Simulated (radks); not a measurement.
The numbers below are computed, except where a source is named.
Ionisation of the technetium ion Tc2+, [Kr] 4d5, to Tc3+, [Kr] 4d4, under several functionals. Scalar-relativistic Kohn-Sham, spin-polarised, spherical densities, finite nucleus; open shells are filled with parallel spins first (spin-orbit coupling, left out, can overturn this in heavy ions); a radial shooting solver on a logarithmic mesh with Libxc functionals.

[
 {"functional": "r2SCAN", "E(Tc2+) (hartree)": "-4285.51705", "Exc (hartree)": "-128.56186", "IE (eV)": "30.333", "-e(HOMO) (eV)": "24.143", "<r> HOMO (bohr)": "1.592", "IE error (eV)": "+0.783"},
 {"functional": "LDA (Slater exchange, Perdew-Zunger correlation)", "E(Tc2+) (hartree)": "-4280.46876", "Exc (hartree)": "-123.59021", "IE (eV)": "30.052", "-e(HOMO) (eV)": "23.861", "<r> HOMO (bohr)": "1.609", "IE error (eV)": "+0.502"},
 {"functional": "revPBE", "E(Tc2+) (hartree)": "-4285.06778", "Exc (hartree)": "-128.25603", "IE (eV)": "29.979", "-e(HOMO) (eV)": "23.768", "<r> HOMO (bohr)": "1.602", "IE error (eV)": "+0.429"},
 {"functional": "RPBE", "E(Tc2+) (hartree)": "-4285.14722", "Exc (hartree)": "-128.33669", "IE (eV)": "29.981", "-e(HOMO) (eV)": "23.769", "<r> HOMO (bohr)": "1.603", "IE error (eV)": "+0.431"},
 {"functional": "Wu-Cohen GGA", "E(Tc2+) (hartree)": "-4284.21341", "Exc (hartree)": "-127.38615", "IE (eV)": "30.034", "-e(HOMO) (eV)": "23.831", "<r> HOMO (bohr)": "1.605", "IE error (eV)": "+0.484"},
 {"functional": "exchange-only r2SCAN", "E(Tc2+) (hartree)": "-4283.41357", "Exc (hartree)": "-126.42531", "IE (eV)": "29.455", "-e(HOMO) (eV)": "23.323", "<r> HOMO (bohr)": "1.602", "IE error (eV)": "-0.095"},
 {"functional": "TASK exchange with Perdew-Wang LDA correlation", "E(Tc2+) (hartree)": "-4284.51237", "Exc (hartree)": "-127.49077", "IE (eV)": "30.386", "-e(HOMO) (eV)": "24.192", "<r> HOMO (bohr)": "1.569", "IE error (eV)": "+0.836"},
 {"functional": "SOGGA", "E(Tc2+) (hartree)": "-4282.29299", "Exc (hartree)": "-125.44436", "IE (eV)": "29.930", "-e(HOMO) (eV)": "23.730", "<r> HOMO (bohr)": "1.605", "IE error (eV)": "+0.380"},
 {"functional": "AM05", "E(Tc2+) (hartree)": "-4280.71191", "Exc (hartree)": "-123.84755", "IE (eV)": "29.960", "-e(HOMO) (eV)": "23.761", "<r> HOMO (bohr)": "1.604", "IE error (eV)": "+0.410"},
 {"functional": "PBEsol", "E(Tc2+) (hartree)": "-4282.60140", "Exc (hartree)": "-125.75392", "IE (eV)": "30.002", "-e(HOMO) (eV)": "23.800", "<r> HOMO (bohr)": "1.604", "IE error (eV)": "+0.452"}
]

NIST Atomic Spectra Database: 29.550 eV (semi-empirical). Closest: exchange-only r2SCAN. The Delta-SCF values span 0.93 eV, the total energies 5.05 hartree. The highest occupied level is 4d. Open shells are spherical and high-spin; term and fine-structure splittings are not resolved.
